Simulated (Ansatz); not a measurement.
Basis-set extrapolation for CH₅ClFNSi (`C[Si](N)(F)Cl`) (PBE0-D4/def2-TZVP geometry, frozen core, Ansatz). Multiplicity 1, RHF reference.

```json
{"": "HF", "def2-TZVPP": "-943.397275", "def2-QZVPP": "-943.428985"}
{"": "MP2 correlation", "def2-TZVPP": "-0.946338", "def2-QZVPP": "-1.027463"}
{"": "CCSD(T) correlation", "def2-TZVPP": "-1.023224", "def2-QZVPP": "not run"}
```

Energies in hartree. Use E(X) = E(∞) + A·exp(−7.88·√X) for Hartree–Fock and E(X) = E(∞) + B·X^(−2.97) for correlation, with X = 3 and 4, and add CCSD(T) minus MP2 of the smaller set to the MP2 limit.

**Question.** What is the CCSD(T) energy at the basis-set limit?

**Answer.** HF limit: -943.428985 + (-0.031710) × 0.13774 = -943.43335. MP2 limit: -1.027463 + (-0.081125) × 0.74074 = -1.08756. Higher-order term: -1.023224 − (-0.946338) = -0.07689. Total: -944.59780 hartree, 465.5 kJ/mol below CCSD(T)/def2-TZVPP.
